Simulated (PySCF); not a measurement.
Task: Give a PBE0-D3(BJ)/def2-SVP geometry of InChI=1S/CH8FNSi2/c1-5(2,3)4/h3H2,1,4H3/t5-/m0/s1.

Result: 
```
atom  x, y, z in Å
C1     1.5241   -0.8640    0.5476
Si2    0.3203    0.2713   -0.3102
N3     0.2038    1.7401    0.5712
F4     0.8939    0.4922   -1.8347
Si5   -1.8395   -0.5939   -0.5710
H6     1.1708   -1.1228    1.5570
H7     1.6596   -1.7934   -0.0256
H8     2.5116   -0.3827    0.6397
H9    -0.4844    2.4416    0.3223
H10    1.0346    2.1714    0.9631
H11   -2.7373    0.4306   -1.1934
H12   -2.4162   -0.9737    0.7572
H13   -1.8338   -1.8081   -1.4450
```

Any rigid rotation of these coordinates is as good. Atoms count from 1 in this order. N3 (silicon-bound nitrogen) has angles 120.8°, 120.4° and 110.9°, sum 352.1°, 0.19 Å off the plane of its three neighbours. Si2 (fluorine-bound silicon) is distorted tetrahedral (angles from 105.6° to 115.0°). Si5 (SiH3 silicon) is tetrahedral (angles from 108.1° to 111.2°).

Bonds between heavy atoms (Å): C1–Si2 1.864, Si2–N3 1.717, Si2–F4 1.644, Si2–Si5 2.341.

Level of theory: PBE0-D3(BJ)/def2-SVP geometry optimisation, gas phase in PySCF 2.14.0.

Point group: C1 (no symmetry element, even within 0.4 Å). Not checked by PBE0-D3(BJ)/def2-SVP frequencies. One conformer, not necessarily the lowest (C1–Si2–N3–H -173° and 41°).
